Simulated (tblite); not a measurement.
C4H3ClNP.
SMILES: `Clc1ccpcn1`

Computed values, GFN2-xTB/tblite, gas phase, harmonic and unscaled. Errors from tens to a few hundred cm⁻¹ against measured bands are possible.

Harmonic wavenumbers (cm⁻¹): 107.6, 266.9, 317.0, 341.5, 347.6, 530.9, 581.7, 612.2, 768.5, 809.9, 812.7, 840.3, 908.0, 920.5, 1086.4, 1161.5, 1244.7, 1334.6, 1346.3, 1470.5, 1515.5, 3007.2, 3037.8, 3079.2.

A = 5344, B = 1169, C = 959.1 MHz; mass 130.969 u (most abundant isotopes); point group Cs, symmetry number 1.

What is the zero-point energy?

½Σν̃ = 13224 cm⁻¹ = 37.81 kcal/mol.

What is S at 500 K and 1 bar for an ideal gas of classical rigid rotors and harmonic oscillators?

Translation 43.12, rotation 29.92, vibration 22.50: S = 95.5 cal/(mol K).

And Cp and H(500 K) − H(0)?

Cp = 34.49 cal/(mol K), of which vibrations give 26.54 (their classical limit is 24 R = 47.7); H(500 K) − H(0) = 10.48 kcal/mol without the zero-point energy, 6.51 from vibrations.

What must be added to the electronic energy to get the Gibbs energy at 500 K and 1 bar?

ZPE + [H(500 K) − H(0)] − T·S = 37.81 + 10.48 − 47.77 = 0.52 kcal/mol.

How do the functions run with temperature in this model?

| T (K) | S (cal/(mol K)) | Cp (cal/(mol K)) | H − H(0) (kcal/mol) | G − H(0) (kcal/mol) | ln q(vib) |
| --- | --- | --- | --- | --- | --- |
| 50 | 55.1 | 9.0 | 0.41 | -2.34 | 0.05 |
| 100 | 62.1 | 11.5 | 0.92 | -5.29 | 0.29 |
| 298.15 | 80.3 | 24.3 | 4.47 | -19.49 | 2.21 |
| 373.15 | 86.3 | 28.7 | 6.46 | -25.74 | 3.13 |
| 750 | 111.0 | 41.7 | 20.10 | -63.17 | 8.01 |
| 1000 | 123.6 | 45.8 | 31.08 | -92.55 | 11.05 |

q(vib) and H(0) count from the zero-point level.

Blend soft modes into free rotors: weight 1/[1 + (100 cm⁻¹/ν̃)⁴] for the oscillator and the rest for a rotor with moment μB/(μ + B), μ = h/(8π²ν), B = 10⁻⁴⁴ kg m². What vibrational entropy results?

22.06 cal/(mol K) in place of 22.50, which changes −T·S at 500 K by +0.22 kcal/mol.

Hindered rotation and anharmonicity are outside this model.
